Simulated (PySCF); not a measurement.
**Working out the ionisation energy of K²⁺**

K²⁺ [Ne] 3s2 3p5 (2P) → K³⁺ [Ne] 3s2 3p4 (3P). Computed with PySCF 2.14 in aug-cc-pVDZ-X2C, with scalar relativity by spin-free X2C-1e. Frozen: [Ne] 3s2. Energies in hartree (1 hartree = 27.21139 eV):

```csv
part,K²⁺ (lower),K³⁺ (upper)
UHF,-600.150611,-598.431567
CCSD correlation,-0.002134,-0.000934
(T),-0.000004,0.000000
```

Task: What does Hartree-Fock give?

Result: (-598.431567) − (-600.150611) = 1.719044 hartree = 46.778 eV.

Task: What do CCSD and CCSD(T) give?

Result: The CCSD correlation energies differ by 0.001200 hartree = 0.033 eV and the triples by 0.000004 hartree = 0.000 eV, so CCSD gives 46.811 eV and CCSD(T) 46.811 eV.

Reference: 45.803 eV (semi-empirical (NIST evaluation); NIST Atomic Spectra Database, ionization energies), between the lowest levels; spin-orbit coupling is absent from the calculation.

A double-zeta basis recovers only part of the correlation energy.

What remains against the reference includes basis incompleteness, the frozen core and higher excitations.
